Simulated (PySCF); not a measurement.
r2SCAN on Cu⁻ (copper, charge -1), [Ar] 3d10 4s2, closed-shell 1S. All numbers are calculated (PySCF 2.14, the non-relativistic Hamiltonian (point nucleus), in def2-QZVPPD).

```
cycle= 1 E= -1640.46819888317  delta_E= 0.048  |g|= 0.667  |ddm|= 0.644
cycle= 2 E= -1639.95121246528  delta_E= 0.517  |g|= 1.86  |ddm|= 0.883
cycle= 3 E= -1640.54512896483  delta_E= -0.594  |g|= 0.135  |ddm|= 0.563
cycle= 4 E= -1640.54932432785  delta_E= -0.0042  |g|= 0.056  |ddm|= 0.158
cycle= 5 E= -1640.55008229327  delta_E= -0.000758  |g|= 0.00227  |ddm|= 0.0349
cycle= 6 E= -1640.55008328687  delta_E= -9.94e-07  |g|= 3.45e-05  |ddm|= 0.00326
cycle= 7 E= -1640.55008328858  delta_E= -1.71e-09  |g|= 1.44e-05  |ddm|= 0.000503
cycle= 8 E= -1640.55008328869  delta_E= -1.12e-10  |g|= 2.28e-06  |ddm|= 5.78e-05
converged SCF energy = -1640.55008328869  <S^2> = -1.7763568e-14  2S+1 = 1
```

Highest occupied orbital energy: 1.199 eV; ⟨L²⟩ = 0.00; populations by l: s 8.00, p 12.00, d 10.00, f 0.00.

(1) Can this result be used?

Results:

(1) With care. Self-consistency was reached. At r2SCAN the highest occupied level has a positive energy, so only the finite basis holds that electron; in a semilocal or global hybrid functional this comes from self-interaction and does not mean that the real anion is unbound.
